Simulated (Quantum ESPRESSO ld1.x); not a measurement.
Input (ld1.x (Quantum ESPRESSO 7.5)):

```
 &input
    atom='In',
    iswitch=1,
    rel=1,
    lsd=1,
    dft='PZ',
    config='[He] 2s2 2p2 3s0 3p0',
    prefix='ld1',
    max_out_wfc=37,
    file_charge='ld1.rho',
 /
```

It prints:

```
     Program LD1 v.7.5 starts

     --------------------------- All-electron run ----------------------------

     scalar relativistic calculation

     atomic number is 49.00
     dft =PZ   lsd =1 sic =0 latt =0  beta=0.20 tr2=1.0E-14
     Exchange-correlation= PZ
                           (   1   1   0   0   0   0   0)
     mesh =2063 r(mesh) =  99.90100 a.u. xmin = -8.00 dx = 0.00800
     1 Ry =  13.60569312 eV, c = 137.03599908

     n l     nl                  e(Ry)          e(Ha)          e(eV)
     1 0     1S 1( 1.00)     -2307.6025     -1153.8012    -31396.5314
     2 0     2S 1( 1.00)      -536.0696      -268.0348     -7293.5985
     2 1     2P 1( 2.00)      -512.4320      -256.2160     -6971.9932
     3 0     3S 1( 0.00)      -226.9058      -113.4529     -3087.2100
     3 1     3P 1( 0.00)      -219.6911      -109.8456     -2989.0498
     1 0     1S 2( 1.00)     -2305.5906     -1152.7953    -31369.1586
     2 0     2S 2( 1.00)      -532.9682      -266.4841     -7251.4015
     2 1     2P 2( 0.00)      -508.6747      -254.3373     -6920.8713
     3 0     3S 2( 0.00)      -226.1126      -113.0563     -3076.4190
     3 1     3P 2( 0.00)      -218.7714      -109.3857     -2976.5360

     final scf error:  9.9E-16 reached in  12 iterations

     Etot =   -7103.774339 Ry,   -3551.887170 Ha,  -96651.773678 eV
     Total magnetization:    2.00 Bohr mag.

     Ekin =    7528.820932 Ry,    3764.410466 Ha,  102434.827172 eV
     Encl =  -14961.798983 Ry,   -7480.899492 Ha, -203565.645534 eV
     Eh   =     429.846315 Ry,     214.923158 Ha,    5848.357054 eV
     Exc  =    -100.642603 Ry,     -50.321301 Ha,   -1369.312370 eV

     normalization and overlap integrals

     s(1S/1S) =  1.000000  <r> =   0.0297  <r2> =    0.0012  r(max) =   0.0191
     s(1S/2S) = -0.013299
     s(1S/3S) = -0.006626
     s(2S/2S) =  1.000000  <r> =   0.1225  <r2> =    0.0176  r(max) =   0.1052
     s(2S/3S) = -0.004257
     s(2P/2P) =  1.000000  <r> =   0.1056  <r2> =    0.0135  r(max) =   0.0834
     s(2P/3P) = -0.003516
     s(3S/3S) =  1.000000  <r> =   0.2853  <r2> =    0.0926  r(max) =   0.2726
     s(3P/3P) =  1.000000  <r> =   0.2717  <r2> =    0.0852  r(max) =   0.2598
     s(1S/1S) =  1.000000  <r> =   0.0296  <r2> =    0.0012  r(max) =   0.0191
     s(1S/2S) = -0.013261
     s(1S/3S) = -0.006612
     s(2S/2S) =  1.000000  <r> =   0.1228  <r2> =    0.0177  r(max) =   0.1061
     s(2S/3S) = -0.004229
     s(2P/2P) =  1.000000  <r> =   0.1059  <r2> =    0.0136  r(max) =   0.0834
     s(2P/3P) = -0.003499
     s(3S/3S) =  1.000000  <r> =   0.2862  <r2> =    0.0931  r(max) =   0.2748
     s(3P/3P) =  1.000000  <r> =   0.2727  <r2> =    0.0858  r(max) =   0.2598

     ------------------------ End of All-electron run ------------------------
```

Run on one thread of a shared host, so times are rough (Intel(R) Xeon(R) Processor @ 2.60GHz): 0.44 s of CPU time, 1.4 s wall, 12 iterations on 2063 mesh points.
